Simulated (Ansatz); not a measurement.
```yaml
crystal:
  periodic: [false, false, false]
  atoms:
    - {symbol: F, position_ang: [-3.671138, 2.154383, 0.593376]}
    - {symbol: P, position_ang: [-2.272369, 2.075132, 1.128631]}
    - {symbol: F, position_ang: [-2.365658, 2.105045, 2.654446]}
    - {symbol: F, position_ang: [-1.759176, 3.439827, 0.881141]}
    - {symbol: Au, position_ang: [-0.631490, 0.670236, 0.300618]}
    - {symbol: N, position_ang: [0.418601, -0.533571, -0.439727]}
    - {symbol: Si, position_ang: [1.824450, -0.126654, -1.449419]}
    - {symbol: Si, position_ang: [0.541808, -2.303495, 0.276974]}
    - {symbol: H, position_ang: [1.360502, 0.864132, -2.518929]}
    - {symbol: H, position_ang: [2.405204, -1.292956, -2.205454]}
    - {symbol: H, position_ang: [2.827391, 0.682264, -0.708531]}
    - {symbol: H, position_ang: [-0.946713, -2.659408, 0.374217]}
    - {symbol: H, position_ang: [1.089830, -2.344962, 1.563518]}
    - {symbol: H, position_ang: [1.365203, -3.139006, -0.608735]}
basis:
  gaussian: {orbitals: x2c-TZVPPall}
hamiltonian: {xc: {name: BHLYP}}
output: {forces: true}
```

```sh
$ ansatz run in.yaml --threads 4 --pin off --events-out ev --progress --plain --max-ram 41984MiB --backend cuda --devices 0, --max-vram 37GiB
```

It prints (some lines left out):

```
Functional definition: BHLYP
3049 factors; their error is unknown
mean field evaluation 1: about -552333.1703 eV, gradient 7.2e1 eV
mean field evaluation 2: about -552306.7167 eV, gradient 1.3e2 eV
mean field evaluation 4: about -552342.1589 eV, gradient 7.1e0 eV
mean field evaluation 8: about -552342.2277 eV, gradient 2.4e-1 eV
mean field evaluation 16: about -552343.8080 eV, gradient 1.5e-3 eV
mean field -552343.80798082 eV, -20298.2605512152 hartree, gradient 5.1e-5 eV, S^2 0.000000; 0 other end points of the search recorded, 0 dependent functions left out
reference -552343.80821754 eV, -20298.2605599147 hartree; 81, 81 occupied and 350, 350 virtual orbitals, 3049 factors
Total energy: -552343.80821754 eV, -20298.2605599147 hartree
Relativity: scalar
Atom 0 at    -3.671138     2.154383     0.593376 Å, force    -1.312761     0.160712     0.213178 eV/Å
Atom 1 at    -2.272369     2.075132     1.128631 Å, force     3.519360    -3.078173    -0.110187 eV/Å
Atom 2 at    -2.365658     2.105045     2.654446 Å, force    -1.072263     0.132958     0.163489 eV/Å
Atom 3 at    -1.759176     3.439827     0.881141 Å, force     0.119348     3.070848    -0.331167 eV/Å
Atom 4 at    -0.631490     0.670236     0.300618 Å, force    -6.248021     4.444701     3.118589 eV/Å
Atom 5 at     0.418601    -0.533571    -0.439727 Å, force     6.969086    -7.571343    -2.840982 eV/Å
Atom 6 at     1.824450    -0.126654    -1.449419 Å, force    -1.474451     1.013068    -0.384013 eV/Å
Atom 7 at     0.541808    -2.303495     0.276974 Å, force    -2.383799     2.909968    -2.153421 eV/Å
Atom 8 at     1.360502     0.864132    -2.518929 Å, force     0.246735    -0.624440     0.486924 eV/Å
Atom 9 at     2.405204    -1.292956    -2.205454 Å, force    -0.146125     0.332781     0.611644 eV/Å
Atom 10 at     2.827391     0.682264    -0.708531 Å, force     0.161629    -0.486941    -0.053202 eV/Å
Atom 11 at    -0.946713    -2.659408     0.374217 Å, force     1.134174    -0.257981    -0.081465 eV/Å
Atom 12 at     1.089830    -2.344962     1.563518 Å, force     0.672247    -0.032182     1.434144 eV/Å
Atom 13 at     1.365203    -3.139006    -0.608735 Å, force    -0.185160    -0.013976    -0.073529 eV/Å
Dipole moment:    -0.534229     0.218392     0.363325 e Å
```

Hardware: 4 threads of an AMD EPYC 7R13 on a shared host and a share of an NVIDIA H100 80 GB. Wall time 3.8 s, peak host memory 1.4 GiB.
